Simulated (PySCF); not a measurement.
**How methods differ on the ionisation energy of Ge**

Ge [Ar] 3d10 4s2 4p2 (3P) → Ge⁺ [Ar] 3d10 4s2 4p1 (2P), as a difference of total energies. Calculation: PySCF 2.14, in def2-TZVP (6s5p4d1f, 48 functions); the non-relativistic Hamiltonian (point nucleus). Correlated levels: valence: [Ar] 3d10 frozen. The calculations carry no spin-orbit coupling.

```tsv
method	ionisation energy (eV)
UHF	7.439
LDA	8.023
B3LYP	7.885
MP2 (valence)	7.781
SCS-MP2 (valence)	7.708
CCSD (valence)	7.808
CCSD(T) (valence)	7.835
```

**Question.** How much does correlation contribute at CCSD(T) (valence)?

**Answer.** 7.835 − (7.439) = 0.396 eV, measured against UHF.

These non-relativistic numbers lack the scalar-relativistic shift.

Errors of the correlated levels include the incompleteness of this basis and the frozen core.

For comparison: 7.925 eV (measured; NIST levels, between the centres of gravity of the two terms).
